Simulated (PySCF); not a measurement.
# Fractional electron number in N⁺ (nitrogen, charge +1)

The 2p alpha orbital of [He] 2s2 2p2 is emptied in steps (occupation f), with all orbitals relaxed, ending at [He] 2s2 2p1. All numbers are calculated (PySCF 2.14, no relativity, point nucleus, in def2-SVP (3s2p1d, 14 functions)). The exact energy is a straight line in f; departures are measured from the line between the end points of the same method.

| f | UHF (eV) | LDA (eV) | PBE (eV) | PBE0 (eV) | r2SCAN (eV) | LC-wPBE (eV) | BHandHLYP (eV) | wB97X (eV) | B3LYP (eV) | r2SCAN0 (eV) |
| --- | --- | --- | --- | --- | --- | --- | --- | --- | --- | --- |
| 1 | 0.000 | 0.000 | 0.000 | 0.000 | 0.000 | 0.000 | 0.000 | 0.000 | 0.000 | 0.000 |
| 0.75 | 0.208 | -1.523 | -1.489 | -1.069 | -1.368 | -0.534 | -0.655 | -0.563 | -1.160 | -0.980 |
| 0.5 | 0.268 | -2.044 | -1.989 | -1.425 | -1.807 | -0.709 | -0.872 | -0.745 | -1.546 | -1.294 |
| 0.25 | 0.194 | -1.539 | -1.489 | -1.064 | -1.334 | -0.524 | -0.651 | -0.545 | -1.155 | -0.954 |
| 0 | 0.000 | 0.000 | 0.000 | 0.000 | 0.000 | 0.000 | 0.000 | 0.000 | 0.000 | 0.000 |

```csv
method,E(f=0) − E(f=1) (eV),−ε at f=1 (eV),−ε at f=0.5 (eV)
UHF,29.358,30.503,29.322
LDA,30.199,22.139,30.155
PBE,30.064,22.157,30.061
PBE0,30.071,24.382,30.081
r2SCAN,30.271,22.948,30.359
LC-wPBE,30.254,27.415,30.276
BHandHLYP,30.012,26.522,30.022
wB97X,29.856,26.855,29.899
B3LYP,30.169,23.998,30.179
r2SCAN0,30.223,24.963,30.292
```

Orbital energy along the path (eV):

```tsv
f	UHF	LDA	PBE	PBE0	r2SCAN	LC-wPBE	BHandHLYP	wB97X	B3LYP	r2SCAN0
1	-30.503	-22.139	-22.157	-24.382	-22.948	-27.415	-26.522	-26.855	-23.998	-24.963
0.75	-29.883	-26.094	-26.072	-27.217	-26.658	-28.831	-28.267	-28.362	-27.072	-27.640
0.5	-29.322	-30.155	-30.061	-30.081	-30.359	-30.276	-30.022	-29.899	-30.179	-30.292
0.25	-28.815	-34.287	-34.062	-32.936	-33.938	-31.694	-31.764	-31.389	-33.276	-32.847
0	-28.355	-38.415	-37.939	-35.692	-37.210	-32.972	-33.458	-32.613	-36.276	-35.189
```

Reference removal energy between the ground levels: 29.601 eV (semi-empirical (NIST evaluation); NIST Atomic Spectra Database, ionization energies). The calculation has no spin-orbit coupling. UHF lacks correlation.
